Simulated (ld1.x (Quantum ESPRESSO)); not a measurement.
**Pb: one change to a PAW potential, before and after**

```
Element                 : Pb
Generator               : ld1.x (Quantum ESPRESSO) 7.5
Type                    : PAW
Functional              : LDA (PZ)
Relativity              : non-relativistic
Frozen core             : [Xe] 4f14
Valence charge          : 14
Reference configuration : 5d10 6s2 6p0 (charge +2)
Partial waves           : 6s (bound): rcut 1.80, rcutus 2.35 bohr; 6s channel at -1.45 Ry: rcut 1.80, rcutus 2.35 bohr; 6p (bound, empty): rcut 2.40, rcutus 2.65 bohr; 6p channel at -0.45 Ry: rcut 2.40, rcutus 2.65 bohr; 5d (bound): rcut 1.60, rcutus 1.75 bohr; 5d channel at -2.2 Ry: rcut 1.60, rcutus 1.75 bohr
Local potential         : all-electron potential smoothed inside 1.45 bohr (lloc = -2)
Core correction         : a·sin(br)/r model core, default radius (ld1.x builds one for every PAW set, though the input has nlcc=.false.)
Augmentation charge     : BESSEL, radius 1.80 bohr
```

All-electron outer shells of the reference configuration (LDA (PZ), non-relativistic, ld1.x):

```csv
shell,level (eV),outermost node (bohr),outermost maximum (bohr)
5p,-96.53,0.51,0.92
5d,-40.93,0.53,1.06
6s,-24.42,1.13,2.16
6p,-17.34,1.23,2.47
```

Change: functional PBE.

Cutoffs: the cutoffs (Ry, on a coarse ladder) from which the occupation-weighted sum of valence levels, in a spherical-Bessel basis at the reference potential, stays within 10 and 1 mRy of its value at 400 Ry; they do not see the model core or the augmentation charge, which bear on the density cutoff. Errors are all-electron minus pseudo energies relative to the spin-unpolarised reference configuration.

Task: What does the change do?

Result: The potential gets neither clearly harder nor softer (40 Ry and 70 Ry → 40 Ry and 70 Ry); both files keep a bound ghost (s); the number of tests with a reliable result goes from 9 to 7; of the 7 tests that both files solve, the error grows in 5 and shrinks in 1 by more than 15 % and 0.3 meV (median size 2.6 → 4.4 meV).

| quantity | base | changed |
| --- | --- | --- |
| cutoff, loose | 40 Ry | 40 Ry |
| cutoff, tight | 70 Ry | 70 Ry |
| bound ghosts | s | s |
| error for 5d10 6s2 6p2, meV [ΔE -20.65 → -20.11 eV] | +2.4 | +4.4 |
| error for 5d10 6s2 6p1, meV [ΔE -13.71 → -13.39 eV] | +0.8 | +1.4 |
| error for 5d10 6s1 6p0, meV [ΔE 28.93 → 28.46 eV] | -2.6 | -2.7 |
| error for 5d9 6s2 6p3, meV [ΔE 1.88 → 2.52 eV] | -18 | -14 |
| error for 5d10 6s2 6p2.3, meV [ΔE -21.56 → -20.96 eV] | +2.9 | +5.2 |
| error for 5d10 6s2 6p1.5, meV [ΔE -17.97 → -17.53 eV] | +1.5 | +2.7 |
| error for 5d10 6s0 6p4, meV [ΔE -8.56 → -8.20 eV] | +8.0 | +10 |
| s: phases at 2.89 bohr within 0.05 rad from the reference energy up to (Ry; the scan ends near 5) | 2.2 | 2.2 |
| p: phases at 2.89 bohr within 0.05 rad from the reference energy up to (Ry; the scan ends near 5) | 1.3 | 1.3 |
| d: phases at 2.89 bohr within 0.05 rad from the reference energy up to (Ry; the scan ends near 5) | to the end of the scan | to the end of the scan |
| lowest overlap eigenvalue by channel | s 0.34, p 0.42, d 0.94 | s 0.34, p 0.42, d 0.94 |

 A true bound ghost makes a file unfit for plane-wave use even where its test errors are small: the radial tests pick states by their node count and pass the ghost by.
